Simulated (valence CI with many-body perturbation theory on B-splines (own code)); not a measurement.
Pt38+: calculated level list

Level of theory: relativistic CI+MBPT: four valence electrons over a frozen Dirac-Fock core [Kr], radial functions for each j: 7 s, 7 p, 8 d, 6 f, 4 g, 1 h, with the one-electron correlation potential Σ1, the two-electron term Σ2, the three-electron term Σ3, Breit, model QED; selected CI, second order for the rest, scaled by the run's own slope (own B-spline code, finite nucleus).

The last digits are not significant, and no measured levels were compared; by estimate large intervals hold to a few tenths of a per cent, small ones and those within an open d or f shell to about a per cent. The list stops below the first excitations out of the core.

Levels 1 to 34 of 34, with energies above the lowest level, (4d3/2^4) J=0. "Leading %" is the weight of the configuration and term that name the level; weights of strongly mixed levels are sums over their largest components and can fall short. In the jj column 3d3/2^4 stands for four electrons in 3d with j = 3/2. Lifetimes count E1, E2, E3, M1 and M2 decay at the calculated energies, and are blank where another channel may lead or the interval is too uncertain; long ones can be off by a factor of two.

| No. | Configuration | Term | J | E (eV) | Leading % | Leading jj | Second component | Lifetime |
| --- | --- | --- | --- | --- | --- | --- | --- | --- |
| 1 | 4d4 | 3P | 0 | 0.00 | 59 | 4d3/2^4 (98 %) | 28 % 4d4 5D |  |
| 2 | 4d4 | 5D | 1 | 20.21 | 59 | 4d3/2^3 4d5/2 (98 %) | 40 % 4d4 3P | 9.06 μs |
| 3 | 4d4 | 3F | 4 | 25.57 | 28 | 4d3/2^3 4d5/2 (98 %) | 24 % 4d4 3H |  |
| 4 | 4d4 | 5D | 2 | 26.15 | 38 | 4d3/2^3 4d5/2 (92 %) | 17 % 4d4 3D | 509 μs |
| 5 | 4d4 | 3F | 3 | 27.61 | 29 | 4d3/2^3 4d5/2 (94 %) | 20 % 4d4 5D | 16.6 ms |
| 6 | 4d4 | 5D | 0 | 44.22 | 66 | 4d3/2^2 4d5/2^2 (97 %) | 22 % 4d4 1S | 3.37 μs |
| 7 | 4d4 | 5D | 2 | 44.65 | 49 | 4d3/2^2 4d5/2^2 (93 %) | 17 % 4d4 3F | 4.96 μs |
| 8 | 4d4 | 3H | 4 | 45.63 | 40 | 4d3/2^2 4d5/2^2 (98 %) | 37 % 4d4 5D | 8.85 μs |
| 9 | 4d4 | 5D | 3 | 46.15 | 48 | 4d3/2^2 4d5/2^2 (93 %) | 33 % 4d4 3G | 8.88 μs |
| 10 | 4d4 | 3H | 5 | 48.18 | 67 | 4d3/2^2 4d5/2^2 (100 %) | 33 % 4d4 3G | 17.1 μs |
| 11 | 4d4 | 3P | 1 | 49.66 | 42 | 4d3/2^2 4d5/2^2 (96 %) | 40 % 4d4 3D | 8.28 μs |
| 12 | 4d4 | 1I | 6 | 49.70 | 52 | 4d3/2^2 4d5/2^2 (99 %) | 48 % 4d4 3H | 38.6 ms |
| 13 | 4d4 | 3F | 3 | 51.30 | 44 | 4d3/2^2 4d5/2^2 (97 %) | 24 % 4d4 3D | 12.4 μs |
| 14 | 4d4 | 3G | 4 | 51.61 | 55 | 4d3/2^2 4d5/2^2 (98 %) | 38 % 4d4 1G | 40.2 μs |
| 15 | 4d4 | 3F | 2 | 52.11 | 33 | 4d3/2^2 4d5/2^2 (97 %) | 31 % 4d4 3D | 27.8 μs |
| 16 | 4d4 | 3F | 2 | 57.27 | 49 | 4d3/2^2 4d5/2^2 (96 %) | 29 % 4d4 3P | 6.08 μs |
| 17 | 4d4 | 3F | 4 | 59.09 | 65 | 4d3/2^2 4d5/2^2 (95 %) | 25 % 4d4 1G |  |
| 18 | 4d4 | 1D | 2 | 63.90 | 40 | 4d3/2^2 4d5/2^2 (93 %) | 33 % 4d4 3P | 79.5 μs |
| 19 | 4d4 | 3P | 0 | 69.78 | 60 | 4d3/2^2 4d5/2^2 (77 %) | 40 % 4d4 1S | 12.6 μs |
| 20 | 4d4 | 5D | 4 | 69.94 | 35 | 4d3/2 4d5/2^3 (94 %) | 24 % 4d4 3H | 3.87 μs |
| 21 | 4d4 | 3F | 3 | 70.31 | 43 | 4d3/2 4d5/2^3 (97 %) | 28 % 4d4 5D | 3.42 μs |
| 22 | 4d4 | 3D | 1 | 72.34 | 51 | 4d3/2 4d5/2^3 (97 %) | 28 % 4d4 3P | 2.69 μs |
| 23 | 4d4 | 3G | 5 | 72.98 | 67 | 4d3/2 4d5/2^3 (100 %) | 33 % 4d4 3H | 7.00 μs |
| 24 | 4d4 | 3H | 6 | 73.51 | 52 | 4d3/2 4d5/2^3 (99 %) | 48 % 4d4 1I | 8.16 μs |
| 25 | 4d4 | 3F | 2 | 76.17 | 47 | 4d3/2 4d5/2^3 (94 %) | 38 % 4d4 3P | 4.16 μs |
| 26 | 4d4 | 3D | 3 | 77.03 | 36 | 4d3/2 4d5/2^3 (98 %) | 32 % 4d4 1F | 5.66 μs |
| 27 | 4d4 | 1S | 0 | 80.33 | 77 | 4d3/2 4d5/2^3 (73 %) | 17 % 4d4 3P | 7.69 μs |
| 28 | 4d4 | 3P | 1 | 82.73 | 89 | 4d3/2 4d5/2^3 (98 %) | 8 % 4d4 3D | 4.63 μs |
| 29 | 4d4 | 3F | 3 | 82.81 | 64 | 4d3/2 4d5/2^3 (99 %) | 32 % 4d4 1F | 6.80 μs |
| 30 | 4d4 | 1G | 4 | 83.48 | 67 | 4d3/2 4d5/2^3 (97 %) | 23 % 4d4 3F | 5.50 μs |
| 31 | 4d4 | 1D | 2 | 84.79 | 62 | 4d3/2 4d5/2^3 (88 %) | 26 % 4d4 3P | 6.34 μs |
| 32 | 4d4 | 3F | 4 | 97.96 | 47 | 4d5/2^4 (97 %) | 21 % 4d4 1G | 2.58 μs |
| 33 | 4d4 | 1D | 2 | 102.07 | 35 | 4d5/2^4 (93 %) | 24 % 4d4 3D | 2.50 μs |
| 34 | 4d4 | 3P | 0 | 112.42 | 51 | 4d5/2^4 (91 %) | 47 % 4d4 1S | 1.94 μs |

The ionisation energy to 4d3 4F_3/2 of the next ion comes out as 1764.9 eV (NIST: 1763 ± 4 eV (theoretical)). All 34 levels together are meant to be complete up to 137.81 eV.
